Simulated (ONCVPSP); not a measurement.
Configuration tests for Zn (ONCV)

| Quantity | Value |
| --- | --- |
| Element | Zn |
| Generator | ONCVPSP 4.0.1 |
| Type | optimised norm-conserving Vanderbilt (ONCV) |
| Functional | PBEsol |
| Relativity | fully relativistic |
| Frozen core | [Ne] |
| Valence charge | 20 |
| Reference configuration | 3s2 3p6 3d10 4s1 4p1 |
| Partial waves | 3s+4s: rc 1.30 bohr, ncon 4, nbas 7, qcut 11.6 1/bohr, 2 projectors; 3p+4p: rc 1.05 bohr, ncon 4, nbas 8, qcut 10.8 1/bohr, 2 projectors; 3d: rc 1.05 bohr, ncon 3, nbas 7, qcut 17.6 1/bohr, local |
| Local potential | the d channel |
| Core correction | Teter function, fcfact 4.5, rcfact 1.15 |

Open shells are filled in proportion to 2j + 1.

Energies are relative to the spin-unpolarised reference configuration 3s2 3p6 3d10 4s1 4p1; without spin polarisation the order of configurations can differ from experiment. The d channel is local and has no spin–orbit splitting in the pseudo-atom.

| valence configuration | charge | ΔE all-electron (eV) | error AE − PS (meV) |
| --- | --- | --- | --- |
| 3s2 3p6 3d10 4s2 4p0 | 0 | -5.126 | +0.3 |
| 3s2 3p6 3d10 4s1 4p0 | +1 | 4.775 | +0.1 |
| 3s2 3p6 3d10 4s0 4p0 | +2 | 23.124 | +1.7 |
| 3s2 3p5 3d10 4s2 4p0 | +1 | 86.798 | -11 |

Levels in the configuration 3s2 3p6 3d10 4s0 4p0:

| level | all-electron (eV) | pseudo (eV) |
| --- | --- | --- |
| 3s j=1/2 | -149.719 | -149.703 |
| 3p j=3/2 | -103.095 | -103.082 |
| 3p j=1/2 | -106.151 | -106.139 |
| 3d j=5/2 | -30.688 | -30.837 |
| 3d j=3/2 | -31.052 | -30.837 |
